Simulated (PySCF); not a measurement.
Compound: BF2H5P2.
Z-matrix (Å and degrees, GFN2-xTB geometry), rows numbered from 1:
```
B 
P   1  1.9248
F   2  1.6105  1  112.40
F   2  1.6107  1  112.55  3   104.44
P   2  2.1968  1  132.07  3  -127.75
H   1  1.1851  2  103.78  3    68.45
H   1  1.1821  2  103.85  3   -52.21
H   1  1.1850  2  103.91  3  -172.91
H   5  1.3964  2   89.11  1   -46.28
H   5  1.3964  2   89.20  1    46.03
```

The closed-shell ground state was solved at several levels (PySCF, density fitting, gas phase, non-relativistic).

| level | basis functions | total energy (Eh) | HOMO (eV) | LUMO (eV) | gap (eV) | dipole (D) |
| --- | --- | --- | --- | --- | --- | --- |
| CAM-B3LYP/def2-SVPD | 154 | -909.8578 | -10.02 | -0.37 | 9.65 | 3.93 |
| PBE0/pcSseg-1 | 124 | -909.7396 | -8.77 | -1.42 | 7.35 | 3.72 |

Problem. Estimate the row for PBE0/def2-SVPD, a basis of 154 functions; the other rows only guide the guess.

Solution. Total energy -909.4263 Eh, HOMO -8.73 eV, LUMO -1.41 eV, gap 7.32 eV, dipole 3.76 D.

Problem. Over all these levels, which gives the widest orbital gap and which the narrowest?

Solution. CAM-B3LYP/def2-SVPD (range-separated hybrid) has the widest, 9.65 eV, and PBE0/def2-SVPD (global hybrid, 25 % exact exchange) the narrowest, 7.32 eV. The two share the basis. From the narrowest to the widest the HOMO moves by -1.29 eV and the LUMO by +1.04 eV.

Problem. How far do the dipole and the HOMO energy spread over the levels?

Solution. The dipole runs from 3.72 to 3.93 D (mean 3.80 D) and the HOMO from -10.02 to -8.73 eV.

One conformer stands for the species.
